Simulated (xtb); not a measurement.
Al(Cl)(H)(SiH3) (AlClH₄Si), SMILES [Cl][AlH][SiH3]. All values are semi-empirical tight-binding results from xtb (GFN2-xTB unless named), good for trends rather than for accurate numbers. Geometry: GFN2-xTB.

Optimised geometry:

Bonds (Å): Al1–Cl2 2.027, Al1–H3 1.563, Al1–Si4 2.418, Si4–H5 1.478, Si4–H6 1.476, Si4–H7 1.482. Bond angles (°): Cl2–Al1–H3 111.3, Cl2–Al1–Si4 126.7, H3–Al1–Si4 121.9, Al1–Si4–H5 114.1, Al1–Si4–H6 116.8, Al1–Si4–H7 111.4, H5–Si4–H6 104.1, H5–Si4–H7 104.5, H6–Si4–H7 104.7.

For metal compounds this method's bond lengths and energies can be far off.

The orbital gap comes out as 3.74 eV. The zero-point energy comes out as 18.9 kcal/mol and the G − E(el) at 298.15 K (modified RRHO) comes out as -0.6 kcal/mol.

Computed atomic charges and the Wiberg bond orders between heavy atoms:
charges (e) Al1 0.27, Cl2 -0.16, H3 -0.17, Si4 0.37, H5 -0.11, H6 -0.10, H7 -0.10. Bond orders Al1–Cl2 1.40, Al1–Si4 0.93.
